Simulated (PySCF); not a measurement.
A compound of formula C11H17OPS has these computed shifts in ppm, with the number of atoms in brackets (GIAO KT3/pcSseg-1, gas phase, PySCF SCF with an in-house response code, fitting set def2-universal-JFIT, grid level 2, non-relativistic, on the GFN2-xTB geometry; 13C, 1H against isolated TMS; 17O against isolated H2O; 31P against isolated PH3; 33S against isolated CS2).

1H: 7.97 (2), 7.48 (2), 7.44 (1), 4.07 (1), 2.56 (1), 2.25 (1), 1.75 (3), 1.07 (3), 0.99 (3)
13C: 129.2 (1), 124.2 (2), 124.2 (1), 122.0 (2), 73.4 (1), 49.7 (1), 33.3 (1), 31.3 (1), 28.6 (1)
17O: 92.4 (1)
31P: 289.2 (1)
33S: -241.6 (1)

**Question.** Which structure gave them?

**Answer.** CC(C)(O)C[P@@](C)(=S)c1ccccc1 ((2-Hydroxy-2-methylpropyl)methylphenylphosphine sulfide). Other isomers were not compared.
